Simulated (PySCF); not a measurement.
Molecule: `InChI=1S/CH7NOSi2/c1-2-5-3-4/h1,5H2,4H3`.

Bonds (- single, = double, # triple, : aromatic): C1=N2 1.261 Å, N2-Si3 1.752 Å, Si3-O4 1.651 Å, O4-Si5 1.664 Å. C1 carries H6, H7; Si3 carries H8, H9; Si5 carries H10, H11, H12. H6 is cis to Si3; H7 is trans to Si3.

Geometry PBE0-D3(BJ)/def2-SVP throughout; GIAO in PySCF 2.14.0 with density-fitted response routines, gas phase, one conformer, non-relativistic; equivalent atoms averaged; functional PBE0.

A run gave: C1 178.2, N2 426.0, Si3 -28.0, Si5 -41.5, O4 32.2, H7 8.76, H6 8.83, H8/H9 5.32, H10/H11/H12 5.24 ppm (shifts δ (against TMS, NH3, H2O at the same level)).

Task: Which basis set was used in that run?
A. IGLO-III
B. cc-pVTZ
C. pcSseg-0
D. cc-pVDZ
E. aug-cc-pVDZ

Result: A. C1 tells them apart best: IGLO-III gives 178.2, pcSseg-0 gives 182.8, aug-cc-pVDZ gives 167.4, cc-pVTZ gives 173.4, cc-pVDZ gives 166.1 ppm.
